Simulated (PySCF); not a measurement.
This script is equivalent to a calculation on Ca+ (calcium, charge +1).

```python
from pyscf import gto, scf, dft, mp, cc
import basis_set_exchange as bse
mol = gto.M(atom="Ca 0 0 0", charge=1, spin=1, symmetry="D2h",
            basis=gto.basis.parse(bse.get_basis("x2c-TZVPall", elements=["Ca"], fmt="nwchem", header=False)),
            nucmod="G")
mf = scf.UHF(mol).sfx2c1e()
mf.irrep_nelec = {'Ag': (4, 3), 'B1u': (2, 2), 'B2u': (2, 2), 'B3u': (2, 2)}
mf.kernel()
```

(1) What total energy does it give?

(2) Which occupied shell lies highest, and where?

(3) What is ⟨S²⟩, and what would a pure spin state give?

Answers

(1) -679.43136 hartree (calculated).

(2) 4s α, at -11.380 eV.

(3) 0.750, against 0.75.
